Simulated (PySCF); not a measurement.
BH4, SMILES [BH4-], charge -1. Heavy atoms are numbered as in [BH4-:1]. Hydrogens are named by the atom that carries them.

Geometry optimised at ωB97X-D3(BJ)/def2-TZVPD.

Level of theory: PBE/def2-TZVPD run with PySCF.

ESP charges are fitted to the potential on shells at 1.4 to 2.0 van der Waals radii. Atomic charges (e), one atom of each kind:

```json
[
 {"atom": "B1 (BH4)", "IAO": "-0.76", "ESP fit": "-0.40"},
 {"atom": "H on B1", "IAO": "-0.06", "ESP fit": "-0.15"}
]
```
